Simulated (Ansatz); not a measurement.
Gas-phase electronic energies from Ansatz, PBE0-D4/def2-TZVP geometries. CBS: MP2 limit from def2 TZ/QZ plus the TZ coupled-cluster correction, frozen cores. DFT in def2-TZVPP. B3LYP here is the variant with VWN-RPA as its local correlation; programs differ in this. Elements past krypton have def2 core potentials. For Te outer-core shells are correlated without core-valence functions, which leaves a few kJ/mol of doubt a bond. Each species was taken in one conformer, which may not be the lowest.

Reaction (ligand exchange at the Si–C bond): `F[SiH2]OC[SiH3]` + `CC[TeH]` → `CC[Te][SiH3]` + `CO[SiH2]F`

`F[SiH2]OC[SiH3]`:

Z-matrix (Å, degrees):
```
Si
O 1 1.626
F 1 1.597 2 110.9
H 1 1.483 2 110.5 3 -117.3
H 1 1.474 2 106.8 3 117.9
C 2 1.425 1 124.1 3 69.2
Si 6 1.891 2 109.0 1 162.0
H 6 1.096 2 110.1 1 -77.1
H 6 1.099 2 110.9 1 41.0
H 7 1.484 6 109.9 2 59.7
H 7 1.488 6 108.5 2 179.5
H 7 1.485 6 109.7 2 -60.9
```

`CC[TeH]`:

Cartesian coordinates in Å:
```
C 0.321 -0.419 1.051
C -0.436 0.031 -0.181
Te 0.941 0.808 -1.649
H 1.040 -1.208 0.816
H -0.372 -0.814 1.799
H 0.868 0.408 1.511
H -1.142 0.827 0.049
H -0.971 -0.795 -0.648
H -0.249 1.161 -2.748
```

`CC[Te][SiH3]`:

Cartesian coordinates in Å:
```
C 1.373 -1.176 1.367
C 0.237 -0.637 0.525
Te 0.812 1.225 -0.421
Si -1.358 1.522 -1.589
H 2.262 -1.375 0.763
H 1.078 -2.116 1.843
H 1.654 -0.478 2.158
H -0.646 -0.426 1.127
H -0.035 -1.326 -0.274
H -1.259 2.784 -2.364
H -1.633 0.388 -2.512
H -2.484 1.616 -0.622
```

`CO[SiH2]F`:

```xyz
9

C     0.484   -1.210    0.439
O     0.708   -0.025   -0.296
Si   -0.350    1.195   -0.446
F    -1.595    0.770   -1.352
H    -0.088   -1.929   -0.153
H     1.453   -1.648    0.686
H    -0.057   -1.011    1.372
H     0.359    2.294   -1.126
H    -0.915    1.563    0.876
```

(1) Is it downhill or uphill in electronic energy at CCSD(T)/CBS, and by how much? (Estimate.)

(2) What do these levels give: ωB97X-V, PBE, PBE0, B3LYP, CCSD/def2-TZVPP, HF/def2-QZVPP? (Estimate.)

Largest T1 diagnostic among the species: 0.012.

## Answers

(1) The calculation gave: Downhill: ΔE = -79.5 kJ/mol.

(2) Computed: ωB97X-V -73.7, PBE -78.3, PBE0 -80.3, B3LYP -73.3, CCSD/def2-TZVPP -72.9, HF/def2-QZVPP -75.3 kJ/mol.
